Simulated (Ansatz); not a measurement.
A nudged elastic band was laid between two geometries of Cl₂F₂H₄HfSi (10 atoms, charge 0, multiplicity 1).

Level of theory: RKS PBE-D4/def2-SVP in Ansatz 0.2.0.

```
movable images  : 7
climbing image  : yes
spring          : 5.0 eV/Å²
optimiser       : quadratic models (default)
start path      : through a guess of the saddle point
force threshold : 0.05 eV/Å
iteration limit : 60
end points      : relaxed
```

First end point:

```xyz
10
Properties=species:S:1:pos:R:3
Hf -0.175 -0.192 0.165
Cl -0.470 -0.890 2.400
F 1.648 -0.124 -0.408
Cl -1.494 1.656 -0.505
F -0.875 -1.638 -0.853
Si 1.338 2.933 1.253
H 2.591 3.095 2.061
H 1.628 3.049 -0.212
H 0.278 3.901 1.683
H 0.821 1.538 1.555
```

Last end point:

```xyz
10
Properties=species:S:1:pos:R:3
Hf -0.086 0.353 -0.198
Cl 1.206 -0.459 2.248
F 1.283 -0.742 -0.967
Cl -0.971 1.579 -1.992
F -1.601 -0.442 0.660
Si 0.826 2.689 0.993
H 1.547 2.360 2.324
H 1.878 3.456 0.228
H -0.237 3.670 1.427
H 1.444 0.862 2.415
```

What changes between the two ends?

Bonds broken: Si6–H10. Bonds formed: Hf1–Si6, Cl2–H10.

What energy profile does the band end with?

The run converged. The highest image is number 6 of 0 to 8, 1.90 eV above the first end and 0.10 eV above the last; the last end lies 1.80 eV above the first. A vibrational analysis at the climbing image gives one clearly imaginary mode, 384i cm⁻¹: a first-order saddle point. The orbitals stay closed-shell, which can raise the energy where a bond breaks towards radicals; this wasn't checked here.

| image | path coordinate (Å) | energy (eV) | Si6–H10 (Å) | Hf1–Si6 (Å) | Cl2–H10 (Å) |
| --- | --- | --- | --- | --- | --- |
| 0 | 0.00 | 0.00 | 1.52 | 3.64 | 2.88 |
| 1 | 1.09 | 0.01 | 1.52 | 3.73 | 2.95 |
| 2 | 2.17 | 0.04 | 1.52 | 3.81 | 2.94 |
| 3 | 3.26 | 0.19 | 1.51 | 3.99 | 2.74 |
| 4 | 4.34 | 0.32 | 1.52 | 3.76 | 2.60 |
| 5 | 5.42 | 0.81 | 1.57 | 3.18 | 2.16 |
| 6 | 6.50 | 1.90 | 2.12 | 2.82 | 1.39 |
| 7 | 6.84 | 1.85 | 2.27 | 2.78 | 1.35 |
| 8 | 7.19 | 1.80 | 2.40 | 2.78 | 1.35 |

What is the geometry of the highest image?


```xyz
10
Properties=species:S:1:pos:R:3
Hf 0.016 0.321 -0.114
Cl 1.207 -0.575 2.222
F 1.360 -0.713 -0.999
Cl -0.801 1.718 -1.816
F -1.563 -0.513 0.570
Si 0.854 2.699 1.146
H 1.567 2.626 2.490
H 1.816 3.402 0.224
H -0.362 3.556 1.388
H 1.195 0.806 2.026
```

What are the harmonic wavenumbers there?

384i, 51, 87, 97, 130, 134, 154, 156, 173, 181, 267, 314, 373, 505, 567, 651, 654, 816, 882, 895, 1845, 2079, 2146, 2164 cm⁻¹.

Run time: 6.4 min on 4 threads of Intel(R) Xeon(R) Platinum 8259CL CPU @ 2.50GHz (Skylake/Cascade Lake) (shared host), peak memory 0.25 GiB.
